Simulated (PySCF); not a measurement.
Delta-SCF ions had no search for a lower state. Excitations are Tamm–Dancoff values on a coarser integration grid. The basis has no diffuse functions, so Rydberg states are missing or too high.

Cartesian coordinates (Å):
```xyz
13

C      2.9058    -0.7124     0.3148
C      1.7960    -0.3860    -0.0689
Si     0.1018     0.0956    -0.5591
Si    -0.4889     2.0485     0.6045
Si    -1.3590    -1.6690    -0.0404
H      3.8854    -0.9988     0.6438
H      0.0793     0.3568    -2.0349
H     -1.8716     2.4685     0.2131
H     -0.4658     1.7783     2.0753
H      0.4629     3.1605     0.2963
H     -0.9601    -2.9192    -0.7584
H     -1.3317    -1.9215     1.4335
H     -2.7540    -1.3015    -0.4409
```
Charge 0, spin multiplicity 1.

Q: Predict the HOMO, vertical ionisation energy (Delta-SCF), S1–T1 gap (TDA), S1 oscillator strength, LUMO, HOMO–LUMO gap, S1 excitation (TDA) and total energy from PBE-D3(BJ)/def2-TZVP (PySCF).

A: 
```json
{
  "HOMO": "-6.53 eV",
  "vertical ionisation energy (Delta-SCF)": "9.00 eV",
  "S1–T1 gap (TDA)": "0.70 eV",
  "S1 oscillator strength": "0.012",
  "LUMO": "-1.35 eV",
  "HOMO–LUMO gap": "5.19 eV",
  "S1 excitation (TDA)": "5.31 eV",
  "total_energy": "-948.9294 Ha"
}
```
